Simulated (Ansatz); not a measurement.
Ansatz (a first-principles code) input file for GaCl4, SMILES [Cl][Ga-]([Cl])([Cl])[Cl], charge -1, PBE0-D3(BJ)/def2-SVPD. 

Ansatz 0.2 input:
```yaml
crystal:
  periodic: [false, false, false]
  atoms:
    - {symbol: Ga, position_ang: [-0.00000000, -0.00000000, -0.00000000]}
    - {symbol: Cl, position_ang: [1.25366737, 1.25366737, -1.25366737]}
    - {symbol: Cl, position_ang: [-1.25366737, 1.25366737, 1.25366738]}
    - {symbol: Cl, position_ang: [-1.25366737, -1.25366737, -1.25366737]}
    - {symbol: Cl, position_ang: [1.25366738, -1.25366737, 1.25366736]}
basis:
  gaussian:
    orbitals: def2-SVPD
hamiltonian:
  xc: pbe0
  dispersion: d3bj
total_charge: -1
relax: {f_tol: 0.002, max_steps: 200}
```

Program output:

```
WARN ansatz: RAYON_NUM_THREADS=1 ignored (pool sized by the plan → 1); use --threads N
Functional definition: PBE0
integrals: 0.14 GiB planned
1432 factors; integrals over basis functions are off by at most 2.7e-4 eV
mean field: 1.01 GiB planned
mean field evaluation 1: about -102431.8355 eV, gradient 2.8e1 eV
mean field evaluation 2: about -102430.5011 eV, gradient 4.1e1 eV
mean field evaluation 4: about -102433.1662 eV, gradient 4.2e-1 eV
mean field evaluation 8: about -102433.1720 eV, gradient 3.5e-3 eV
mean field -102433.17195689 eV, -3764.3496377179 hartree, gradient 8.6e-5 eV, S^2 0.000000; 0 other end points of the search recorded, 0 dependent functions left out
the calculation of the forces begins
reference -102433.17198969 eV, -3764.3496389234 hartree; 50, 50 occupied and 96, 96 virtual orbitals, 1432 factors
relax step   1: F+E_penalty+E_count = -102433.36792935 eV  Δ(F+E_penalty+E_count) = +0.000e0 eV  max|allowed force component| = 3.855e-1 eV/Å  Δτ_max = 0.0000 Å  (22 SCF iters, accepted)
these checks for a lower state are left out or cut short: starts, cluster_reference, orbital_swaps, neighbouring_geometries, increment
integrals: 0.14 GiB planned
1432 factors; integrals over basis functions are off by at most 2.4e-4 eV
mean field: 1.01 GiB planned
mean field evaluation 16: about -102433.2300 eV, gradient 4.1e-5 eV
mean field -102433.23004060 eV, -3764.3517722552 hartree, gradient 4.1e-5 eV, S^2 0.000000; 0 other end points of the search recorded, 0 dependent functions left out
the calculation of the forces begins
reference -102433.23007369 eV, -3764.3517734710 hartree; 50, 50 occupied and 96, 96 virtual orbitals, 1432 factors
relax step   2: F+E_penalty+E_count = -102433.42219529 eV  Δ(F+E_penalty+E_count) = -5.427e-2 eV  max|allowed force component| = 6.010e-2 eV/Å  Δτ_max = 0.0358 Å  (25 SCF iters, accepted)
these checks for a lower state are left out or cut short: starts, cluster_reference, orbital_swaps, neighbouring_geometries, increment
integrals: 0.14 GiB planned
1432 factors; integrals over basis functions are off by at most 2.3e-4 eV
mean field: 1.01 GiB planned
mean field -102433.23240828 eV, -3764.3518592658 hartree, gradient 4.3e-5 eV, S^2 0.000000; 0 other end points of the search recorded, 0 dependent functions left out
the calculation of the forces begins
reference -102433.23244143 eV, -3764.3518604840 hartree; 50, 50 occupied and 96, 96 virtual orbitals, 1432 factors
relax step   3: F+E_penalty+E_count = -102433.42367663 eV  Δ(F+E_penalty+E_count) = -1.481e-3 eV  max|allowed force component| = 7.428e-3 eV/Å  Δτ_max = 0.0082 Å  (23 SCF iters, accepted)
these checks for a lower state are left out or cut short: starts, cluster_reference, orbital_swaps, neighbouring_geometries, increment
integrals: 0.14 GiB planned
1432 factors; integrals over basis functions are off by at most 2.3e-4 eV
mean field: 1.01 GiB planned
mean field -102433.23233312 eV, -3764.3518565035 hartree, gradient 2.6e-5 eV, S^2 0.000000; 0 other end points of the search recorded, 0 dependent functions left out
the calculation of the forces begins
reference -102433.23236626 eV, -3764.3518577214 hartree; 50, 50 occupied and 96, 96 virtual orbitals, 1432 factors
relax step   4: F+E_penalty+E_count = -102433.42370017 eV  Δ(F+E_penalty+E_count) = -2.355e-5 eV  max|allowed force component| = 4.438e-5 eV/Å  Δτ_max = 0.0009 Å  (18 SCF iters, accepted)
integrals: 0.14 GiB planned
1432 factors; integrals over basis functions are off by at most 2.3e-4 eV
mean field: 1.01 GiB planned
mean field evaluation 32: about -102430.3183 eV, gradient 4.2e1 eV
mean field -102433.23233312 eV, -3764.3518565035 hartree, gradient 2.6e-5 eV, S^2 0.000000; 1 other end points of the search recorded, 0 dependent functions left out
the calculation of the forces begins
reference -102433.23236626 eV, -3764.3518577214 hartree; 50, 50 occupied and 96, 96 virtual orbitals, 1432 factors
Total energy: -102433.42373331 eV, -3764.3588903310 hartree
Atom 0 at     0.000000    -0.000000    -0.000000 Å, force    -0.000000     0.000000    -0.000000 eV/Å
Atom 1 at     1.278547     1.278547    -1.278547 Å, force    -0.000044    -0.000044     0.000044 eV/Å
Atom 2 at    -1.278547     1.278547     1.278547 Å, force     0.000044    -0.000044    -0.000044 eV/Å
Atom 3 at    -1.278547    -1.278547    -1.278547 Å, force     0.000044     0.000044     0.000044 eV/Å
Atom 4 at     1.278547    -1.278547     1.278547 Å, force    -0.000044     0.000044    -0.000044 eV/Å
Dipole moment:    -0.000000    -0.000000    -0.000000 e Å
```

The run converged.

Cost: around 30 core-seconds (rough).
